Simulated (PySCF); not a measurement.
Species: C3H5NOSSi.
Numbering: `[SiH3:1][S:2][c:3]1[cH:4][cH:5][o:6][n:7]1` (hydrogens: H8, H9, H10 on Si1; H11 on C4; H12 on C5)

Method: PySCF 2.14.0, PBE0-D3(BJ)/def2-SVP geometry optimisation, gas phase; density fitting, grid level 1; the optimiser is geomeTRIC in internal coordinates, started from a GFN2-xTB structure with every atom displaced at random (about 0.01 Å).

Step 1: E = -25415.8894 eV
```
atom  x, y, z in Å  |  force x, y, z in eV/Å
Si1    -2.4876    0.0814    0.0374    0.058   0.560   0.492
S2     -1.0344    0.3287    1.6357   -0.086   0.006   0.129
C3      0.3790    0.0644    0.6574    1.044  -0.025   0.073
C4      1.7668    0.0709    1.0718   -1.065  -0.055  -0.122
C5      2.4165   -0.1947   -0.0877    0.127   0.145   0.214
O6      1.5541   -0.3312   -1.0941    0.204  -0.077  -0.008
N7      0.2916   -0.1766   -0.6254   -0.419   0.019  -0.162
H8     -2.2808    1.1585   -0.9596   -0.082  -0.056  -0.177
H9     -3.7562    0.3129    0.7885   -0.056  -0.049  -0.065
H10    -2.4101   -1.2835   -0.4724   -0.066  -0.439  -0.319
H11     2.1285    0.2329    2.0772    0.247   0.025   0.111
H12     3.4724   -0.2915   -0.3171    0.095  -0.054  -0.167
```

Step 2: E = -25415.9286 eV
```
atom  x, y, z in Å  |  force x, y, z in eV/Å
Si1    -2.5150    0.0971    0.0549    0.069   0.084   0.217
S2     -1.0097    0.3225    1.6175   -0.167  -0.014  -0.071
C3      0.4074    0.0547    0.6334    0.165  -0.005   0.119
C4      1.7675    0.0687    1.0755   -0.255   0.044   0.062
C5      2.4499   -0.1863   -0.0694    0.041  -0.069   0.001
O6      1.6042   -0.3516   -1.0874    0.198   0.066  -0.125
N7      0.3265   -0.1934   -0.6504   -0.109  -0.028   0.020
H8     -2.3675    1.1606   -0.9726    0.007  -0.047  -0.065
H9     -3.7745    0.3181    0.8250    0.005  -0.019  -0.003
H10    -2.4896   -1.2787   -0.5033   -0.007  -0.002  -0.073
H11     2.1299    0.2398    2.0847    0.079   0.014  -0.033
H12     3.5106   -0.2796   -0.2960   -0.024  -0.024  -0.050
```

Q: Estimate the geometry and energy of step 3. (The exact step hangs on the optimiser's Hessian estimate; all steps are aligned on step 2, rigid shifts and turns removed.)

A: E = -25415.9321 eV, largest force 0.157 eV/Å
```
atom  x, y, z in Å  |  force x, y, z in eV/Å
Si1    -2.5161    0.0981    0.0603    0.035  -0.035   0.008
S2     -1.0169    0.3206    1.6228   -0.044  -0.020  -0.030
C3      0.4117    0.0568    0.6477   -0.010   0.009  -0.120
C4      1.7693    0.0712    1.0797    0.062  -0.052   0.127
C5      2.4501   -0.1923   -0.0672    0.033   0.113  -0.056
O6      1.6059   -0.3282   -1.0896   -0.027  -0.107   0.111
N7      0.3274   -0.1838   -0.6393   -0.088   0.055  -0.060
H8     -2.3701    1.1441   -0.9871    0.012  -0.017  -0.003
H9     -3.7812    0.3176    0.8208    0.016  -0.003   0.021
H10    -2.4997   -1.2775   -0.5135    0.009   0.064   0.012
H11     2.1520    0.2436    2.0820    0.014  -0.019  -0.030
H12     3.5075   -0.2982   -0.3046   -0.011   0.013   0.019
```

The energy changes by -0.0036 eV. The first-order estimate −F·Δx gives -0.0121 eV and the mean of the old and new forces, exact on a quadratic surface, -0.0036 eV. The step makes an angle of 66° with the force vector and moves no atom by more than 0.024 Å.

What follows is the cost of the whole optimisation. On an Arm Neoverse V1 with one thread (shared host), this took 60 s wall and 0.55 GiB of memory at its peak.
